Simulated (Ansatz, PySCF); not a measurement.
Potential energy curve for CH3Li, SMILES [Li][CH3]. The C1–Li5 bond (C1 also carries H, H, H; Li5 carries nothing else) is stretched with both fragments frozen at the PBE0/def2-TZVP optimised geometry.

Methods: RKS-PBE = restricted PBE/def2-TZVP (Ansatz, a quantum-chemistry and plane-wave program); UKS-PBE = unrestricted PBE/def2-TZVP in Ansatz; UKS-PBE0 = unrestricted PBE0/def2-TZVP run with PySCF; UCCSD(T) = PySCF with CCSD(T) on UHF/def2-TZVP, 1 core orbital frozen.

Energies relative to the lowest point of each curve near equilibrium, in kJ/mol; the last columns give the difference from UCCSD(T):

| R / Å | RKS-PBE | UKS-PBE | UKS-PBE0 | UCCSD(T) | RKS-PBE − UCCSD(T) | UKS-PBE − UCCSD(T) | UKS-PBE0 − UCCSD(T) |
|---|---|---|---|---|---|---|---|
| 1.47 | 169.3 | 169.3 | 168.6 | 177.8 | -8.6 | -8.6 | -9.2 |
| 1.57 | 93.1 | 93.1 | 91.9 | 98.3 | -5.2 | -5.2 | -6.4 |
| 1.66 | 49.2 | 49.2 | 47.8 | 52.2 | -3.0 | -3.0 | -4.4 |
| 1.79 | 14.0 | 14.0 | 13.0 | 15.0 | -1.0 | -1.0 | -2.1 |
| 1.83 | 8.1 | 8.1 | 7.2 | 8.8 | -0.7 | -0.7 | -1.5 |
| 1.90 | 1.9 | 1.9 | 1.5 | 2.1 | -0.2 | -0.2 | -0.6 |
| 1.96 | 0.0 | 0.0 | 0.0 | 0.0 | 0.0 | 0.0 | 0.0 |
| 2.00 | 0.1 | 0.1 | 0.5 | 0.1 | 0.1 | 0.1 | 0.4 |
| 2.06 | 2.1 | 2.1 | 3.0 | 2.1 | 0.0 | 0.0 | 0.9 |
| 2.14 | 7.3 | 7.3 | 8.9 | 7.4 | -0.2 | -0.2 | 1.4 |
| 2.27 | 20.0 | 20.0 | 23.0 | 20.8 | -0.9 | -0.9 | 2.2 |
| 2.42 | 38.5 | 38.5 | 43.5 | 40.5 | -2.0 | -2.0 | 2.9 |
| 2.67 | 72.9 | 72.9 | 81.3 | 79.8 | -6.9 | -6.9 | 1.5 |
| 2.98 | 114.7 | 114.7 | 127.6 | 126.6 | -11.9 | -11.9 | 1.0 |
| 3.26 | 148.4 | 147.3 | 160.6 | 162.7 | -14.3 | -15.4 | -2.1 |
| 3.52 | 175.5 | 170.6 | 182.3 | 190.2 | -14.7 | -19.6 | -7.9 |
| 3.91 | 208.7 | 195.3 | 203.5 | 215.8 | -7.0 | -20.4 | -12.2 |
| 4.27 | 232.5 | 210.2 | 215.2 | 225.7 | 6.8 | -15.5 | -10.5 |
| 4.83 | 259.0 | 223.7 | 224.5 | 231.0 | 28.0 | -7.3 | -6.5 |
| 5.28 | 273.5 | 229.7 | 227.7 | 232.5 | 41.0 | -2.8 | -4.7 |
| 5.85 | 285.8 | 233.9 | 229.4 | 233.2 | 52.7 | 0.8 | -3.7 |
| 6.82 | 297.3 | 237.1 | 230.2 | 233.5 | 63.8 | 3.6 | -3.3 |

RKS-PBE is furthest from UCCSD(T) at 6.82 (63.8 kJ/mol, above); its mean absolute difference over the points is 12.2 kJ/mol.

UKS-PBE is furthest from UCCSD(T) at 3.91 (-20.4 kJ/mol, below); its mean absolute difference over the points is 5.7 kJ/mol.

UKS-PBE0 is furthest from UCCSD(T) at 3.91 (-12.2 kJ/mol, below); its mean absolute difference over the points is 3.9 kJ/mol.

The restricted form behind RKS-PBE keeps the bonding electrons paired and can't separate into open-shell fragments. The unrestricted determinant behind UKS-PBE is spin-contaminated at 3.26 to 6.82 Å (<S²> up to 0.9, against 0.00 for a pure singlet). The unrestricted determinant behind UKS-PBE0 is spin-contaminated at 2.98 to 6.82 Å (<S²> up to 1.0, against 0.00 for a pure singlet). The unrestricted determinant behind UCCSD(T) is spin-contaminated at 2.67 to 6.82 Å (<S²> up to 1.0, against 0.00 for a pure singlet).
